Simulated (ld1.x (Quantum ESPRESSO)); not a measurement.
## Debugging a pseudopotential input (holmium (Ho), ld1.x (Quantum ESPRESSO) 7.5)

Command:

```bash
ld1.x < Ho.in > Ho.out
```

Input:

```
&input
   title='Ho', zed=67., rel=1, dft='PZ', iswitch=3,
   config='[Xe] 4f11 5d0 6s1 6p0',
   nld=4, rlderiv=3.00, eminld=-4.0, emaxld=5.0, deld=0.02
 /
 &inputp
   pseudotype=1, tm=.true., lloc=3,
   nlcc=.false.,
   file_pseudopw='Ho.pp', file_wfcaegen='ae.wfc', file_wfcncgen='nc.wfc'
 /
4
6S  1  0   1.00   0.00  2.65  2.65  0.0
5P  2  1   6.00   0.00  2.20  2.20  0.0
5D  3  2   0.00   0.00  2.75  2.75  0.0
4F  4  3  11.00   0.00  1.30  1.30  0.0
 &test
   configts(1)='5p6 5d0 6s1 6p0'
 /
```

This is an input that runs to its end, with one change: 4f left out of the test configuration.

How does the run end?

The program runs through. The occupied levels of the test differ from the all-electron ones by at most 0.00000 Ry (unchanged input: 0.00000 Ry). The valence charge becomes 8 in place of 19, so this is not the intended potential.

```
     mesh =1265 r(mesh) =  99.01857 xmin = -7.00 dx = 0.01250

     n l     nl             e AE (Ry)        e PS (Ry)    De AE-PS (Ry)
     2 1     5P   1( 6.00)       -2.39882       -2.39882        0.00000
     3 2     5D   1( 0.00)       -0.51745       -0.51745       -0.00000
     1 0     6S   1( 1.00)       -0.67821       -0.67821       -0.00000
     3 1     6P   1( 0.00)       -0.41131       -0.41876        0.00745  !

     eps = 6.3E-15  iter =  4

     Etot =  -25216.064840 Ry,  -12608.032420 Ha, -343082.039983 eV
     Etotps =   -38.754421 Ry,     -19.377210 Ha,    -527.280759 eV

     Ekin =      15.081900 Ry,       7.540950 Ha,     205.199704 eV
     Encl =     -93.230657 Ry,     -46.615329 Ha,   -1268.467711 eV
     Ehrt =      25.378969 Ry,      12.689485 Ha,     345.298466 eV
     Ecxc =      -5.518922 Ry,      -2.759461 Ha,     -75.088760 eV
     Epseu=      19.534289 Ry,       9.767145 Ha,     265.777542 eV

     ---------------------- End of pseudopotential test ----------------------
```
